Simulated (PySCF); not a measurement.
Calculation: PBE-D3(BJ)/def2-TZVP // PBE0-D3(BJ)/def2-TZVP (PySCF). All species are isolated molecules in the gas phase. One relaxed conformer stands for a flexible species; it need not be the lowest. 

Reference species (SMILES): `C=C(S)SS` (neutral, multiplicity 1).

```
Property    Result
--------  --------
LUMO      -1.84 eV
HOMO      -5.66 eV
```

Changed species: `SC1SCS1` (H–S–C–S torsion 94°).

Task: Predict the effect on the LUMO and HOMO.

Result: the LUMO falls by 0.42 eV, to -2.26 eV; the HOMO rises by 0.07 eV, to -5.59 eV.
